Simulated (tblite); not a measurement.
Species: CH₁₂N₂Si₄.
Atom-mapped SMILES: `[SiH3:1][NH:2][Si@@H:3]1[SiH2:4][CH2:5][N:6]1[SiH3:7]` (hydrogens: H8, H9, H10 on Si1; H11 on N2; H12 on Si3; H13, H14 on Si4; H15, H16 on C5; H17, H18, H19 on Si7)

Computed geometry: GFN2-xTB, gas phase.

(1) Give the optimised bond lengths and angles.

## Answers

(1) 
```
            bond  length (Å)   order
          Si1–N2       1.731  single
          N2–Si3       1.734  single
         Si3–Si4       2.311  single
          Si4–C5       1.921  single
           C5–N6       1.469  single
          N6–Si7       1.722  single
          Si3–N6       1.744  single
          Si1–H8       1.458  single
 Si1–H9, Si1–H10       1.469  single
          N2–H11       1.007  single
         Si3–H12       1.470  single
         Si4–H13       1.470  single
         Si4–H14       1.471  single
          C5–H15       1.094  single
          C5–H16       1.094  single
Si7–H17, Si7–H18       1.471  single
         Si7–H19       1.460  single
```

Bonds in one row agree within 0.01 Å and their mean is given. Orders are formal, as drawn. A selection of angles:
```
      angle  degrees
  N2–Si1–H8    107.7
 N2–Si1–H10    108.6
  H8–Si1–H9    112.0
 H8–Si1–H10    110.4
 Si1–N2–Si3    129.8
 Si1–N2–H11    115.0
 Si3–N2–H11    115.1
 N2–Si3–Si4    121.3
  N2–Si3–N6    112.5
 N2–Si3–H12    104.1
 Si4–Si3–N6     78.3
Si4–Si3–H12    125.5
 N6–Si3–H12    112.2
 Si3–Si4–C5     75.0
Si3–Si4–H13    122.6
Si3–Si4–H14    124.3
 C5–Si4–H13    111.8
 C5–Si4–H14    111.7
H13–Si4–H14    106.3
  Si4–C5–N6     99.2
 Si4–C5–H15    114.8
 Si4–C5–H16    115.3
  N6–C5–H15    110.4
  N6–C5–H16    110.3
 H15–C5–H16    106.7
  C5–N6–Si7    119.7
  Si3–N6–C5    107.5
 Si3–N6–Si7    132.7
 N6–Si7–H17    108.7
 N6–Si7–H19    106.6
H17–Si7–H18    108.5
H17–Si7–H19    111.5
```

Dihedral angles: Si1–N2–Si3–Si4 48° (synclinal); N2–Si3–Si4–C5 -110° (anticlinal); Si3–Si4–C5–N6 1° (synperiplanar); Si4–C5–N6–Si7 175° (antiperiplanar); N2–Si3–N6–C5 120° (anticlinal).

The 4 N–Si bonds span 1.722 Å (N6–Si7, drawn single) to 1.744 Å (Si3–N6, drawn single), a spread of 0.022 Å. N2 (nitrogen bridging silicon atoms) is planar (angles 129.8°, 115.1° and 115.0°, sum 360.0°, 0.02 Å off the plane of its three neighbours). Of the pairs four or more bonds apart, Si1···Si7 is among the closest relative to their van der Waals radii: 4.28 Å, 102 % of the sum of Bondi's values. Si7 (SiH3 silicon) is tetrahedral (angles from 106.6° to 111.6°). Si4 (SiH2 silicon) has angles from 75.0° to 124.3°. Si3 (SiH silicon) has angles from 78.3° to 125.5°. The 4-membered ring Si3–Si4–C5–N6 has internal angles of 75.0° to 107.5°; it is planar, 0.01 Å rms from its mean plane, widest ring torsion 1°.

Point group: C1 (no symmetry element, even within 0.4 Å). GFN2-xTB frequencies show an imaginary mode (56i cm⁻¹), so the point is no minimum at that level. 3 starts were optimised and ended at 0.00, 0.22 and 0.25 kcal/mol (GFN2-xTB); the lowest of these is shown.
